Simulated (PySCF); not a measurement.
## Correlation energy of Ti⁺ (titanium, charge +1)

[Ar] 3d1 4s1 4p1, one real determinant (an excited configuration). All numbers are calculated (PySCF 2.14, scalar relativity by spin-free X2C-1e, in aug-cc-pwCVTZ-DK). Frozen: [Ar]; 3 electrons correlated.

MP2 pair energies summed by pair of shells (mhartree):

```json
{"pair": "3d-4s", "energy": "-3.62", "share (%)": "43.5"}
{"pair": "4s-4p", "energy": "-2.94", "share (%)": "35.3"}
{"pair": "3d-4p", "energy": "-1.76", "share (%)": "21.1"}
```

Total MP2 correlation energy: -8.32 mhartree.

Same-spin part -8.32 and opposite-spin part 0.00 mhartree; SCS-MP2 scales them by 1/3 and 6/5 to -2.77 mhartree.

The reference is one real determinant that mixes LS terms of this configuration.
